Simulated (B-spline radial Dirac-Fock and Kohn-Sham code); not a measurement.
# The Ca-like isoelectronic sequence (20 electrons), Z = 58 to 70

These are calculated numbers from a B-spline atomic structure program; the model is Dirac-Fock (average of configuration) total-energy differences with a finite nucleus, the Breit interaction including its frequency dependence, and self-energy and vacuum-polarisation corrections. Binding energies in eV, tabulated ground configurations ([Ar] 3d2 throughout). The model has no electron correlation.

```
  ion    2p1/2      3s   3p1/2  outermost level  NIST ionisation energy
Ce³⁸⁺   8209.2  3157.9  3005.5      2688.0 (3d)                2706 ± 4
Pr³⁹⁺   8575.2  3307.4  3151.1      2818.8 (3d)                2838 ± 4
Nd⁴⁰⁺   8950.5  3460.8  3300.5      2952.7 (3d)                2974 ± 4
Pm⁴¹⁺   9335.1  3618.0  3453.7      3089.7 (3d)                3112 ± 4
Sm⁴²⁺   9729.3  3779.1  3610.8      3229.8 (3d)                3253 ± 4
Eu⁴³⁺        ?       ?       ?                ?                       ?
Gd⁴⁴⁺  10546.5  4113.2  3936.6      3519.3 (3d)                3546 ± 4
Tb⁴⁵⁺  10969.9  4286.2  4105.5      3668.7 (3d)                3698 ± 4
Dy⁴⁶⁺  11403.3  4463.3  4278.4      3821.2 (3d)                3852 ± 4
Ho⁴⁷⁺  11846.8  4644.6  4455.3      3976.8 (3d)                4009 ± 4
Er⁴⁸⁺  12300.7  4830.0  4636.4      4135.6 (3d)                4170 ± 4
Tm⁴⁹⁺  12765.1  5019.6  4821.6      4297.4 (3d)                4335 ± 4
Yb⁵⁰⁺  13240.2  5213.5  5011.1      4462.4 (3d)                4502 ± 4
```

Q: Fill in the row of Eu⁴³⁺.

A: 2p1/2 10133.0, 3s 3944.1, 3p1/2 3771.7, outermost 3373.0 (3d), NIST 3398 ± 4 eV.

NIST's values are for the lowest levels; a dash marks a value that is missing or belongs to another shell. Their kind here: theoretical. Where a p, d or f shell is open in either ion the computed value averages over both j values and all terms, while the table refers to the lowest levels; that difference holds spin-orbit splitting (largest in heavy or highly charged ions), term energies where several electrons share open shells, and correlation, and it can reach 10 % or more.
